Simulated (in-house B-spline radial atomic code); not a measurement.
Inner levels of terbium as electrons are removed. A shift is the extra binding of the orbital against the neutral atom ([Xe] 4f9 6s2). Computed with a B-spline radial code for spherical atoms: non-relativistic Hartree-Fock, average of the configuration, point nuclei.

This level leaves out relativity, spin-orbit splitting included, which matters for heavy ions.

```csv
ion,configuration,shift of 1s (eV),radius of 1s (bohr),Σ<r²> (bohr²),change of density at nucleus (bohr⁻³)
Tb51+,[Ne] 3s2 3p2,3638.01,0.02332,0.30542,654.11
Tb52+,[Ne] 3s2 3p1,?,?,?,?
Tb53+,[Ne] 3s2,3961.81,0.023314,0.19258,895.47
Tb54+,[Ne] 3s1,4113.23,0.023313,0.13212,-1576.61
Tb55+,[He] 2s2 2p6,4266.03,0.023312,0.072731,-4103.28
Tb56+,[He] 2s2 2p5,4644.08,0.023297,0.063744,-3779.98
Tb57+,[He] 2s2 2p4,?,?,?,?
Tb58+,[He] 2s2 2p3,5412.54,0.023267,0.046487,-3119.44
Tb59+,[He] 2s2 2p2,5802.93,0.023252,0.038203,-2782.17
Tb60+,[He] 2s2 2p1,6197.41,0.023236,0.030138,-2440.23
Tb61+,[He] 2s2,6595.98,0.02322,0.022286,-2093.59
Tb62+,[He] 2s1,6938.56,0.023219,0.01177,-12213.6
Tb63+,1s2,?,?,?,?
Tb64+,1s1,8384.65,0.023077,0.00071006,-108160
```

Fill in the row of Tb52+.

shift of 1s (eV): 3799.04; radius of 1s (bohr): 0.023317; Σ<r²> (bohr²): 0.2484; change of density at nucleus (bohr⁻³): 773.9.

Fill in the row of Tb57+.

shift of 1s (eV): 5026.25; radius of 1s (bohr): 0.023283; Σ<r²> (bohr²): 0.054998; change of density at nucleus (bohr⁻³): -3452.04.

Fill in the row of Tb63+.

shift of 1s (eV): 7283.72; radius of 1s (bohr): 0.023211; Σ<r²> (bohr²): 0.0014377; change of density at nucleus (bohr⁻³): -22532.9.
